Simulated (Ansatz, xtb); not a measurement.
**Relative energy of two structures of F2GeNP**

We compare I, `FP(F)[N+]#[Ge-]`, a singlet, with II, a singlet given by its coordinates. Both are gas-phase species (loosely bound parts included), relaxed with PBE0-D3(BJ)/def2-SVP.

I (Å):

```xyz
5

F    -0.3731   -2.4318    2.0340
F     0.3378   -1.2595    0.0509
Ge   -0.0504    1.4362    2.9709
N    -0.3605    0.0757    2.0554
P    -0.8743   -1.1950    1.1200
```

II (Å):

```xyz
5

F    -0.6708    0.8853    0.8183
F     1.4169   -0.1366    2.0631
Ge   -0.2019    0.4501    2.4673
N    -0.8821   -1.7139    1.8313
P    -0.9673   -2.9239    0.9806
```

Close contacts (Å): F1–Ge3 1.77, F2–Ge3 1.77, Ge3–N4 2.36, N4–P5 1.48.

Task: Which of the two would you expect CCSD(T)/def2-SVP + ΔMP2/def2-TZVPP electronic energies to favour?

Result: Not settled: CCSD(T)/def2-SVP + ΔMP2/def2-TZVPP gives E(II) − E(I) = +11.7 kcal/mol, but this leans on the basis-set step: CCSD(T) alone gives 0.0 kcal/mol.

The same difference at several levels:

```
                             level              geometry  E(II) − E(I) (kcal/mol)  departure from the last row (kcal/mol)  job, with rough time for the two
              PBE0-D3(BJ)/def2-SVP  PBE0-D3(BJ)/def2-SVP                     +14.8                                    +3.1                optimisation, 29 s
                       HF/def2-SVP  PBE0-D3(BJ)/def2-SVP                     +11.7                                     0.0           part of the CCSD(T) run
                      MP2/def2-SVP  PBE0-D3(BJ)/def2-SVP                      −3.1                                   −14.8           part of the CCSD(T) run
                  CCSD(T)/def2-SVP  PBE0-D3(BJ)/def2-SVP                       0.0                                   −11.7                      single point
CCSD(T)/def2-SVP + ΔMP2/def2-TZVPP  PBE0-D3(BJ)/def2-SVP                     +11.7                                                        single point, 23 s
```

MP2/def2-SVP puts the two in the other order. CCSD(T)/def2-SVP finds them nearly level. The largest departure from CCSD(T)/def2-SVP + ΔMP2/def2-TZVPP is that of MP2/def2-SVP, 14.8 kcal/mol. Levels run at GFN2-xTB geometries aren't shown. The last row adds to CCSD(T) the change of the MP2 difference between the two basis sets, here +11.7 kcal/mol, a large step that makes the value less sure.

With harmonic frequencies from PBE0-D3(BJ)/def2-SVP (ideal gas, rigid rotor, one conformer each, 298.15 K, 1 atm): on the last row, ΔE + ΔZPE = +10.1 kcal/mol. A mode under 50 cm⁻¹ makes harmonic enthalpies and free energies unreliable, so none is given.

The correlated steps freeze 17 core orbitals; the filled d shell of Ge is correlated, in a basis made for valence electrons. Codes used: Ansatz 0.2.0; the last row on 1 thread of Intel(R) Xeon(R) 6975P-C (Granite Rapids) on a shared host.
